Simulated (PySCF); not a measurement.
PySCF input for trifluorosilylmethanol (CH3F3OSi), SMILES OC[Si](F)(F)F, TDDFT-PBE/def2-SVPD. Geometry optimised at PBE0-D3(BJ)/def2-SVP. Other conformers were not sampled.

```python
import numpy as np
from pyscf import gto, scf, dft, tdscf

mol = gto.M(
    atom='''
    O    -2.26336532    0.34949161   -0.03579458
    C    -1.33889279   -0.69933273    0.13745681
    Si    0.40555901   -0.07365366   -0.02277902
    F     0.83268615    0.27080425   -1.52716464
    F     1.49085124   -1.10316318    0.55542531
    F     0.51696462    1.28880035    0.82481175
    H    -2.10821660    1.00776049    0.65097945
    H    -1.46032937   -1.23696886    1.09993813
    H    -1.53351907   -1.44754945   -0.64804734
    ''',
    basis='def2-SVPD',
    charge=0,
    spin=0,
    max_memory=1600,
    verbose=4,
)
mf = dft.RKS(mol, xc='pbe').density_fit(auxbasis='def2-universal-jkfit')
mf.grids.level = 3
mf.conv_tol = 1e-9
mf.max_cycle = 100
mf.kernel()
mf.grids = dft.Grids(mol).set(level=1).build(with_non0tab=True)  # coarser grid for the response kernel
td = tdscf.TDDFT(mf)
td.singlet = True
td.nstates = 10
td.conv_tol = 1e-4
td.positive_eig_threshold = 1e-6
td.kernel(x0=td.get_init_guess(mf, 15))
td.analyze()
tt = tdscf.TDA(mf)
tt.singlet = False
tt.nstates = 4
tt.conv_tol = 1e-4
tt.positive_eig_threshold = 1e-6
tt.kernel(x0=tt.get_init_guess(mf, 9))
tt.analyze(verbose=3)
```

Log of the run:

```
PySCF version 2.14.0

[INPUT] verbose = 4
[INPUT] num. atoms = 9
[INPUT] num. electrons = 58
[INPUT] charge = 0
[INPUT] spin (= nelec alpha-beta = 2S) = 0
[INPUT] symmetry False subgroup None
[INPUT] Mole.unit = angstrom
[INPUT] Symbol           X                Y                Z      unit          X                Y                Z       unit  Magmom
[INPUT]  1 O     -2.263365320000   0.349491610000  -0.035794580000 AA   -4.277140574639   0.660443425733  -0.067641952944 Bohr   0.0
[INPUT]  2 C     -1.338892790000  -0.699332730000   0.137456810000 AA   -2.530140683255  -1.321547329644   0.259755724856 Bohr   0.0
[INPUT]  3 Si     0.405559010000  -0.073653660000  -0.022779020000 AA    0.766395456250  -0.139185245472  -0.043046109186 Bohr   0.0
[INPUT]  4 F      0.832686150000   0.270804250000  -1.527164640000 AA    1.573548771219   0.511745865868  -2.885922916720 Bohr   0.0
[INPUT]  5 F      1.490851240000  -1.103163180000   0.555425310000 AA    2.817300536068  -2.084676280904   1.049601718552 Bohr   0.0
[INPUT]  6 F      0.516964620000   1.288800350000   0.824811750000 AA    0.976921547890   2.435479690744   1.558668311823 Bohr   0.0
[INPUT]  7 H     -2.108216600000   1.007760490000   0.650979450000 AA   -3.983951985262   1.904391325257   1.230172873220 Bohr   0.0
[INPUT]  8 H     -1.460329370000  -1.236968860000   1.099938130000 AA   -2.759622560959  -2.337532370015   2.078581819666 Bohr   0.0
[INPUT]  9 H     -1.533519070000  -1.447549450000  -0.648047340000 AA   -2.897931049098  -2.735472012265  -1.224631988353 Bohr   0.0

nuclear repulsion = 339.113213306088
number of shells = 66
number of NR pGTOs = 234
number of NR cGTOs = 160
basis = def2-SVPD
ecp = {}


[settings echo left out]
init E= -703.852679480532
  HOMO = -0.331779776185627  LUMO = -0.0536400209847785  gap/eV = 7.56857
cycle= 1 E= -703.217431920495  delta_E= 0.635  |g|= 1.01  |ddm|= 4.12
  HOMO = -0.124608901127021  LUMO = -0.0199671174102378  gap/eV = 2.84745
cycle= 2 E= -702.594898436677  delta_E= 0.623  |g|= 2.13  |ddm|= 2.51
  HOMO = -0.261192040654647  LUMO = -0.0363454846887499  gap/eV = 6.11839
cycle= 3 E= -703.397467241263  delta_E= -0.803  |g|= 0.159  |ddm|= 1.65
  HOMO = -0.251947375570257  LUMO = -0.036019082666487  gap/eV = 5.87571
cycle= 4 E= -703.401562999907  delta_E= -0.0041  |g|= 0.09  |ddm|= 0.212
  HOMO = -0.255662253246427  LUMO = -0.0356208329834629  gap/eV = 5.98763
cycle= 5 E= -703.402994961651  delta_E= -0.00143  |g|= 0.0207  |ddm|= 0.0742
  HOMO = -0.253574388298491  LUMO = -0.0353244278464824  gap/eV = 5.93888
cycle= 6 E= -703.403064835009  delta_E= -6.99e-05  |g|= 0.0079  |ddm|= 0.026
  HOMO = -0.2543037674702  LUMO = -0.0355775390570918  gap/eV = 5.95184
cycle= 7 E= -703.403079075583  delta_E= -1.42e-05  |g|= 0.001  |ddm|= 0.00853
  HOMO = -0.254367587295852  LUMO = -0.0355690291996602  gap/eV = 5.95381
cycle= 8 E= -703.403079214782  delta_E= -1.39e-07  |g|= 0.000601  |ddm|= 0.00144
  HOMO = -0.25435491535417  LUMO = -0.0355729714172961  gap/eV = 5.95336
cycle= 9 E= -703.403079272314  delta_E= -5.75e-08  |g|= 0.000131  |ddm|= 0.000509
  HOMO = -0.254370093738318  LUMO = -0.0355801668388711  gap/eV = 5.95358
cycle= 10 E= -703.403079275738  delta_E= -3.42e-09  |g|= 2.22e-05  |ddm|= 0.000164
  HOMO = -0.254368704928304  LUMO = -0.0355788239178216  gap/eV = 5.95358
cycle= 11 E= -703.403079275851  delta_E= -1.13e-10  |g|= 8.32e-06  |ddm|= 4.31e-05
  HOMO = -0.254368027657261  LUMO = -0.0355791131268646  gap/eV = 5.95355
Extra cycle  E= -703.40307927583  delta_E= 2.14e-11  |g|= 1.35e-05  |ddm|= 2.78e-05
converged SCF energy = -703.40307927583
tot grids = 40088
Overwritten attributes  positive_eig_threshold  of <class 'pyscf.tdscf.rks.CasidaTDDFT'>


******** <class 'pyscf.tdscf.rks.CasidaTDDFT'> for <class 'pyscf.df.df_jk.DFRKS'> ********
nstates = 10 singlet
deg_eia_thresh = 1.000e-03
wfnsym = None
conv_tol = 0.0001
eigh lindep = 1e-12
eigh level_shift = 0
eigh max_cycle = 100


Excitation energies (eV)
[6.04437645 6.54581739 7.5021305  7.56991768 7.78325031 7.95990142
 8.22524919 8.42863258 9.06110917 9.17173699]

** Singlet excitation energies and oscillator strengths **
Excited State   1:      6.04438 eV    205.12 nm  f=0.0020
      29 -> 30       -0.70020
Excited State   2:      6.54582 eV    189.41 nm  f=0.0453
      29 -> 31        0.69730
Excited State   3:      7.50213 eV    165.27 nm  f=0.0046
      29 -> 32       -0.68617
      29 -> 33       -0.11791
Excited State   4:      7.56992 eV    163.79 nm  f=0.0179
      29 -> 32        0.11765
      29 -> 33       -0.69105
Excited State   5:      7.78325 eV    159.30 nm  f=0.0040
      28 -> 30       -0.68713
      29 -> 34       -0.10479
Excited State   6:      7.95990 eV    155.76 nm  f=0.0064
      29 -> 34        0.68600
Excited State   7:      8.22525 eV    150.74 nm  f=0.0243
      28 -> 31       -0.67045
      29 -> 35        0.18452
Excited State   8:      8.42863 eV    147.10 nm  f=0.0382
      28 -> 31        0.16700
      29 -> 35        0.67456
Excited State   9:      9.06111 eV    136.83 nm  f=0.0049
      29 -> 36       -0.68916
      29 -> 38       -0.11603
Excited State  10:      9.17174 eV    135.18 nm  f=0.0023
      28 -> 32        0.45711
      29 -> 37        0.51951

** Transition electric dipole moments (AU) **
state          X           Y           Z        Dip. S.      Osc.
  1         0.0533      0.1042      0.0071      0.0137      0.0020
  2        -0.5024     -0.0190      0.1732      0.2827      0.0453
  3        -0.0637     -0.0053      0.1455      0.0252      0.0046
  4        -0.1531      0.2193     -0.1575      0.0963      0.0179
  5         0.1152      0.0640     -0.0617      0.0212      0.0040
  6         0.0596      0.0608      0.1602      0.0329      0.0064
  7         0.3240      0.0217      0.1230      0.1206      0.0243
  8        -0.0925      0.3421     -0.2433      0.1848      0.0382
  9         0.1169     -0.0048     -0.0913      0.0220      0.0049
 10        -0.0063      0.0564     -0.0834      0.0102      0.0023

** Transition velocity dipole moments (imaginary part, AU) **
state          X           Y           Z        Dip. S.      Osc.
  1         0.0111      0.0243      0.0016      0.0007      0.0022
  2        -0.1245     -0.0046      0.0452      0.0176      0.0487
  3        -0.0162     -0.0018      0.0434      0.0022      0.0052
  4        -0.0364      0.0607     -0.0459      0.0071      0.0170
  5         0.0307      0.0190     -0.0194      0.0017      0.0039
  6         0.0170      0.0197      0.0505      0.0032      0.0074
  7         0.1045      0.0045      0.0419      0.0127      0.0280
  8        -0.0265      0.1091     -0.0777      0.0187      0.0401
  9         0.0377      0.0007     -0.0341      0.0026      0.0052
 10         0.0028      0.0237     -0.0312      0.0015      0.0030

** Transition magnetic dipole moments (imaginary part, AU) **
state          X           Y           Z
  1        -0.2303     -0.1948     -0.5358
  2        -0.0496     -0.1732     -0.0214
  3         0.2639      0.2469      0.3754
  4        -0.1621     -0.0040      0.0574
  5         0.5007      0.3577     -0.3551
  6         0.2208      0.0263     -0.0842
  7        -0.1775     -0.3844      0.0212
  8         0.0513      0.0519      0.1367
  9        -0.2094      0.0489      0.0842
 10        -0.0049      0.2583      0.0317
Overwritten attributes  positive_eig_threshold  of <class 'pyscf.tdscf.rks.TDA'>


******** <class 'pyscf.tdscf.rks.TDA'> for <class 'pyscf.df.df_jk.DFRKS'> ********
nstates = 4 triplet
deg_eia_thresh = 1.000e-03
wfnsym = None
conv_tol = 0.0001
eigh lindep = 1e-12
eigh level_shift = 0
eigh max_cycle = 100


Excitation energies (eV)
[5.76806679 6.20413809 7.15818322 7.43217506]

** Triplet excitation energies and oscillator strengths **
Excited State   1:      5.76807 eV    214.95 nm  f=0.0000
Excited State   2:      6.20414 eV    199.84 nm  f=0.0000
Excited State   3:      7.15818 eV    173.21 nm  f=0.0000
Excited State   4:      7.43218 eV    166.82 nm  f=0.0000
```

The calculation finished and met its thresholds.

Cost: around 80 core-seconds (rough).
